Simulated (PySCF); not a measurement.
## C₆ coefficients of unlike pairs at PW91

Calculated with PySCF 2.14 from the dipole response of each species, C₆(A,B) = (3/π) ∫ α_A(iu) α_B(iu) du, in atomic units, from isotropic polarisabilities. For ions this is the dispersion term alone; charge-induced terms of lower order in 1/R come first.

```json
{"species": "Ge⁺", "configuration": "[Ar] 3d10 4s2 4p1 (2P)", "basis": "aug-cc-pV5Z-PP with ECP10MDF (8s7p6d4f3g2h)", "relativity": "core potential", "α (bohr³)": "18.96", "C₆ (like pair)": "108.6"}
{"species": "K⁺", "configuration": "[Ar] (1S)", "basis": "dyall-av2z (17s13p2d)", "relativity": "none", "α (bohr³)": "5.197", "C₆ (like pair)": "22.74"}
{"species": "Te³⁺", "configuration": "[Kr] 4d10 5s2 5p1 (2P)", "basis": "aug-cc-pVTZ-DK3 (8s7p5d2f)", "relativity": "spin-free X2C", "α (bohr³)": "10.40", "C₆ (like pair)": "50.85"}
```

Question: Estimate C₆ for Te³⁺ with Ge⁺.

Answer: The integral gives 72.85. The combination rule 2 C_A C_B / (C_A α_B/α_A + C_B α_A/α_B) gives 72.55 and the geometric mean 74.33.

No spin-orbit coupling is included.

The other pairs:

```json
{"pair": "Te³⁺, K⁺", "C₆": "32.95"}
{"pair": "K⁺, Ge⁺", "C₆": "44.95"}
```
